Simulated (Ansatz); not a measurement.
Relaxation of F₄GeH₃P (9 atoms, charge 0, multiplicity 1), to a largest force component of 0.03 eV/Å in at most 50 steps.

Level of theory: RKS BLYP-D4/def2-SVP (Ansatz).

```xyz
9
Properties=species:S:1:pos:R:3:forces:R:3
Ge -0.613 -0.170 -0.271 0.43 0.09 -0.33
F -0.094 0.702 2.425 0.23 -0.22 0.05
F 0.792 -1.123 0.134 0.00 -0.01 -0.01
F -0.081 1.492 -0.423 -0.01 -0.04 0.01
F -1.008 -0.640 -1.912 0.00 0.01 -0.01
P -2.407 -0.342 1.140 -0.51 -0.15 0.27
H -3.219 -0.978 0.136 0.00 0.00 0.00
H -1.910 -1.578 1.677 -0.01 0.00 0.00
H -0.788 1.325 2.360 -0.14 0.32 0.00
```

Problem. Where does it end, and by what steps?

Solution. The forces met the threshold. The force dipped under the threshold on the way, but the program's further checks kept it going. After 13 steps the energy has fallen by 0.266 eV; H9 moved furthest, 0.89 Å.

```json
{"step": "0", "energy less start (eV)": "0.0000", "largest force component (eV/Å)": "0.506", "accepted": "yes"}
{"step": "1", "energy less start (eV)": "-0.0269", "largest force component (eV/Å)": "0.952", "accepted": "yes"}
{"step": "2", "energy less start (eV)": "-0.0330", "largest force component (eV/Å)": "1.696", "accepted": "yes"}
{"step": "3", "energy less start (eV)": "-0.1126", "largest force component (eV/Å)": "0.466", "accepted": "yes"}
{"step": "4", "energy less start (eV)": "-0.1592", "largest force component (eV/Å)": "0.385", "accepted": "yes"}
{"step": "5", "energy less start (eV)": "-0.2041", "largest force component (eV/Å)": "0.245", "accepted": "yes"}
{"step": "6", "energy less start (eV)": "-0.1855", "largest force component (eV/Å)": "1.532", "accepted": "no"}
{"step": "7", "energy less start (eV)": "-0.2331", "largest force component (eV/Å)": "0.316", "accepted": "yes"}
{"step": "8", "energy less start (eV)": "-0.2481", "largest force component (eV/Å)": "0.521", "accepted": "yes"}
{"step": "9", "energy less start (eV)": "-0.2616", "largest force component (eV/Å)": "0.106", "accepted": "yes"}
{"step": "10", "energy less start (eV)": "-0.2595", "largest force component (eV/Å)": "0.322", "accepted": "no"}
{"step": "11", "energy less start (eV)": "-0.2649", "largest force component (eV/Å)": "0.028", "accepted": "yes"}
{"step": "12", "energy less start (eV)": "-0.2660", "largest force component (eV/Å)": "0.079", "accepted": "yes"}
{"step": "13", "energy less start (eV)": "-0.2663", "largest force component (eV/Å)": "0.029", "accepted": "yes"}
```

```xyz
9
Properties=species:S:1:pos:R:3
Ge -0.709 -0.158 -0.191
F -0.387 0.826 2.483
F 0.643 -1.222 0.103
F -0.028 1.474 0.059
F -0.958 -0.199 -1.921
P -2.672 -0.496 1.019
H -3.103 -1.497 0.071
H -2.005 -1.453 1.857
H -0.108 1.413 1.787
```

Whether the end is a true minimum wasn't checked by a vibrational analysis.

The run took 22 s on 4 threads of Arm Neoverse V2 (shared host), peak memory 0.19 GiB.
